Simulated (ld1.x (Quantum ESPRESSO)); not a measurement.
An all-electron radial function and its pseudo partner (O)

Columns: radius, all-electron u(r) and pseudo u(r) of the 2s shell (level -23.96 eV) of oxygen in the configuration [He] 2s2 2p4; PW91, non-relativistic, TM scheme, ld1.x (Quantum ESPRESSO) 7.5.

| r (bohr) | all-electron | pseudo |
| --- | --- | --- |
| 0.053 | 0.3442 | -0.0563 |
| 0.105 | 0.4214 | -0.1126 |
| 0.158 | 0.3545 | -0.1721 |
| 0.210 | 0.2164 | -0.2334 |
| 0.262 | 0.0481 | -0.2987 |
| 0.315 | -0.1289 | -0.3698 |
| 0.368 | -0.2968 | -0.4457 |
| 0.420 | -0.4451 | -0.5241 |
| 0.473 | -0.5760 | -0.6062 |
| 0.525 | -0.6837 | -0.6859 |
| 0.578 | -0.7727 | -0.7624 |
| 0.630 | -0.8408 | -0.8287 |
| 0.683 | -0.8925 | -0.8838 |
| 0.735 | -0.9278 | -0.9232 |
| 0.788 | -0.9502 | -0.9486 |
| 0.840 | -0.9606 | -0.9603 |
| 0.893 | -0.9615 | -0.9615 |
| 0.945 | -0.9544 | -0.9544 |
| 0.998 | -0.9406 | -0.9406 |
| 1.050 | -0.9218 | -0.9218 |
| 1.102 | -0.8989 | -0.8989 |
| 1.155 | -0.8724 | -0.8724 |
| 1.208 | -0.8434 | -0.8434 |
| 1.260 | -0.8133 | -0.8133 |
| 1.313 | -0.7815 | -0.7815 |
| 1.365 | -0.7497 | -0.7497 |

(1) How many radial nodes do the two functions have?

(2) At about which radius was the pseudo-wave matched?

(3) Where does each function peak?

(4) Is the pseudo-wave norm-conserving?

Results:

(1) The all-electron 2s function has n − l − 1 = 1; the pseudo-wave has 0, since the states of the same l below it are removed with the core.

(2) 0.95 bohr. The columns agree to 0.0005 from 0.84 bohr on; several derivatives are matched, so the curves merge somewhat inside the radius.

(3) Outermost all-electron maximum near 0.89 bohr, pseudo maximum near 0.89 bohr (to the table’s step).

(4) Yes: the TM scheme keeps the norm inside the radius equal to the all-electron one, which fixes the energy derivative of the logarithmic derivative at the level.
